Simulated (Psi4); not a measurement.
CH$_{3}$AlF$_{2}$ (SMILES [CH3][Al]([F])[F]), singlet, at a GFN2-xTB geometry (such geometries of metal compounds can be far from the true shape); HF/def2-SVP run with Psi4 1.11.

Psi4 was given this input:
```
memory 2 GB

molecule {
0 1
Al    0.05180306    0.04011766    0.00222470
C    -1.50805595   -1.16573156   -0.06233932
H    -1.30669362   -2.03874718   -0.68318980
H    -2.37664668   -0.64890162   -0.46820696
H    -1.76055472   -1.53755322    0.93063349
F     0.01100760    1.60162551   -0.52911869
F     1.52441362   -0.41295198    0.59199405
}

set {
  basis def2-svp
}

energy('scf')
print_variables()
```

### Question
What does Psi4 print? Leave out banner, timings and long lists.

### Answer

```
   => Loading Basis Set <=

    Name: DEF2-SVP
    Role: ORBITAL
    Keyword: BASIS

         ---------------------------------------------------------
                                   SCF
               by Justin Turney, Rob Parrish, Andy Simmonett
                          and Daniel G. A. Smith
                              RHF Reference
         ---------------------------------------------------------

  ==> Geometry <==

    Molecular point group: c1
    Full point group: C1

    Geometry (in Angstrom), charge = 0, multiplicity = 1:

       Center              X                  Y                   Z               Mass
    ------------   -----------------  -----------------  -----------------  -----------------
         AL          -0.035508860550    -0.027609449984    -0.001325152710    26.981538530000
         C           -1.595367870550    -1.233458669984    -0.065889172710    12.000000000000
         H           -1.394005540550    -2.106474289984    -0.686739652710     1.007825032230
         H           -2.463958600550    -0.716628729984    -0.471756812710     1.007825032230
         H           -1.847866640550    -1.605280329984     0.927083637290     1.007825032230
         F           -0.076304320550     1.533898400016    -0.532668542710    18.998403162730
         F            1.437101699450    -0.480679089984     0.588444197290    18.998403162730

  Running in c1 symmetry.

  Rotational constants: A =      0.22364  B =      0.17533  C =      0.10008 [cm^-1]
  Rotational constants: A =   6704.69811  B =   5256.20008  C =   3000.34244 [MHz]
  Nuclear repulsion =  154.893435082111239

  Charge       = 0
  Multiplicity = 1
  Electrons    = 40
  Nalpha       = 20
  Nbeta        = 20

  ==> Algorithm <==

  SCF Algorithm Type is DF.
  DIIS enabled.
  MOM disabled.
  Fractional occupation disabled.
  Guess Type is SAD.
  Energy threshold   = 1.00e-06
  Density threshold  = 1.00e-06
  Integral threshold = 1.00e-12

  ==> Primary Basis <==

  Basis Set: DEF2-SVP
    Blend: DEF2-SVP
    Number of shells: 35
    Number of basis functions: 75
    Number of Cartesian functions: 79
    Spherical Harmonics?: true
    Max angular momentum: 2

   => Loading Basis Set <=

    Name: (DEF2-SVP AUX)
    Role: JKFIT
    Keyword: DF_BASIS_SCF

  ==> Integral Setup <==

  SCF_SUBTYPE=INCORE selected. In-core MEM_DF algorithm will be used.
  Using in-core AOs.

  ==> MemDFJK: Density-Fitted J/K Matrices <==

    J tasked:                   Yes
[...]

   @DF-RHF iter SAD:  -478.91619619428258   -4.78916e+02   0.00000e+00
   @DF-RHF iter   1:  -480.16549800048710   -1.24930e+00   7.64464e-03 ADIIS/DIIS
   @DF-RHF iter   2:  -480.26624373109223   -1.00746e-01   4.55167e-03 ADIIS/DIIS
   @DF-RHF iter   3:  -480.30494718900917   -3.87035e-02   4.49260e-04 ADIIS/DIIS
   @DF-RHF iter   4:  -480.30580411182336   -8.56923e-04   1.62102e-04 ADIIS/DIIS
   @DF-RHF iter   5:  -480.30593154624455   -1.27434e-04   3.03646e-05 DIIS
   @DF-RHF iter   6:  -480.30593700545046   -5.45921e-06   4.31963e-06 DIIS
   @DF-RHF iter   7:  -480.30593716843191   -1.62981e-07   1.02076e-06 DIIS
   @DF-RHF iter   8:  -480.30593717807437   -9.64246e-09   2.43723e-07 DIIS
  Energy and wave function converged.

  ==> Post-Iterations <==

    Orbital Energies [Eh]
    ---------------------

    Doubly Occupied:

[...]
    Virtual:

[...]
      75A      4.009545

    Final Occupation by Irrep:
              A
    DOCC [    20 ]
    NA   [    20 ]
    NB   [    20 ]

  @DF-RHF Final Energy:  -480.30593717807437

   => Energetics <=

    Nuclear Repulsion Energy =            154.8934350821112389
    One-Electron Energy =                -977.8347812011335236
    Two-Electron Energy =                 342.6354089409478547
    Total Energy =                       -480.3059371780743732

Computation Completed

Properties will be evaluated at   0.000000,   0.000000,   0.000000 [a0]

Properties computed using the SCF density matrix

 Multipole Moments:

 ------------------------------------------------------------------------------------
     Multipole            Electronic (a.u.)      Nuclear  (a.u.)        Total (a.u.)
 ------------------------------------------------------------------------------------

 L = 1.  Multiply by 2.5417464519 to convert [e a0] to [Debye]
 Dipole X            :          5.8295445           -6.5998246           -0.7702801
 Dipole Y            :          4.5166459           -5.1194276           -0.6027817
 Dipole Z            :          0.2388460           -0.2683297           -0.0294837
 Magnitude           :                                                    0.9785431

 ------------------------------------------------------------------------------------

  Variable Map:
  ----------------------------------------------------------------------------
[...]
  Array Variable Map:
  ----------------------------------------------------------------------------
[...]
[...]
```
